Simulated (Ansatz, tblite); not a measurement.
Removing and adding an electron: `[SeH]CCCCc1ccc(-c2ccc(-c3cccs3)s2)s1`. The state is a singlet with charge 0. Geometry: r2SCAN-D4/def2-SVP. Ansatz, gas phase; energy differences of separate SCF runs; the oxidised species was run as a doublet alone; the reduced species was run as a doublet alone.

The xTB rows come from tblite. Single mean-field runs in def2-TZVP are fitted with def2-universal-jkfit. HOMO above LUMO, or a gap near zero within one spin, warns that the state may not be the lowest or that an electron is smeared out.

| level | −HOMO (eV) | vertical IE (eV) | −LUMO (eV) | vertical EA (eV) | HOMO–LUMO gap (eV) | IE − EA (eV) | remarks |
| --- | --- | --- | --- | --- | --- | --- | --- |
| GFN1-xTB | 10.32 | 12.07 | 8.21 | 6.17 | 2.11 | 5.90 | – |
| GFN2-xTB | 9.71 | 11.42 | 7.66 | 5.77 | 2.05 | 5.66 | – |
| PBE-D4/def2-TZVP | 4.60 | 6.43 | 2.41 | 0.67 | 2.19 | 5.76 | HOMO above zero (-1 doublet), gap within one spin near zero (+1 doublet), gap within one spin near zero (-1 doublet) |
| PBE0-D4/def2-TZVP | 5.39 | 6.66 | 1.77 | 0.59 | 3.62 | 6.07 | HOMO above zero (-1 doublet) |
| ωB97M-V/def2-TZVP | 7.23 | 6.83 | -0.01 | 0.35 | 7.24 | 6.48 | – |

Relaxing the oxidised species (r2SCAN-D4/def2-SVP) changes its energy by -0.10 eV at PBE-D4/def2-TZVP, so the adiabatic ionisation energy to this nearest minimum is 6.33 eV. At PBE0-D4/def2-TZVP it is 6.53 eV. The gap within one spin of the relaxed charge 1 doublet nearly closes, so an electron or hole may be smeared out by delocalisation error.  Relaxing the reduced species (r2SCAN-D4/def2-SVP) changes its energy by -0.09 eV at PBE-D4/def2-TZVP, so the adiabatic electron affinity to this nearest minimum is 0.75 eV. At PBE0-D4/def2-TZVP it is 0.62 eV. The highest occupied level of the relaxed charge -1 doublet lies above zero (up to 0.92 eV). By energy differences its removal costs 0.75 eV (each at its own geometry, to the charge 0 singlet, at PBE-D4/def2-TZVP); self-interaction error and the lack of diffuse functions both raise the level. The gap within one spin of the relaxed charge -1 doublet nearly closes, so an electron or hole may be smeared out by delocalisation error.     A HOMO above zero means that the electron is unbound at that level or that self-interaction error raises the level; the energy of removing that electron tells which. Raw xTB energy differences between charge states are shifted by several eV; the methods need an empirical correction for them. Sets without diffuse functions give affinities that are too small.
